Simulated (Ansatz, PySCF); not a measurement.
CAuClO, SMILES [O+]#[C-]->[Au][Cl], multiplicity 1.

The structure is a stationary point at PBE0-D3(BJ)/def2-SVP. The spin state was assumed, not searched. The isomer is the one that the SMILES or the coordinates give; other isomers of the formula were not compared. The def2 effective core potentials stand for the cores of Au; spin–orbit coupling is left out.

Vertical ionisation energy (IE) and electron affinity (EA) in eV. Rows of orbital energies are one-electron estimates. Where ΔSCF, EOM or ADC give a negative EA the extra electron is unbound and the value depends on the basis.

```
level                                                                      IE    EA
----------------------------------------------------------------------  -----  ----
−ε(HOMO), −ε(LUMO), r2SCAN/def2-TZVPD (PySCF)                            7.36  3.17
−ε(HOMO), −ε(LUMO), PBE/def2-TZVPD (PySCF)                               7.10  3.32
ΔSCF, ωB97X-V/def2-SVPD (Ansatz), final states of multiplicity 2 and 2  10.57  0.41
ΔSCF, PBE/def2-SVPD (Ansatz), final states of multiplicity 2 and 2      10.55  0.37
```

What vertical singlet–triplet gap does ΔSCF give with ωB97X-V/def2-SVPD (Ansatz, a program for electronic structure) and with PBE/def2-SVPD (Ansatz)? (Estimate from the structure and the level; the computed values follow.)

5.09 and 4.74 eV (triplet above singlet where positive).
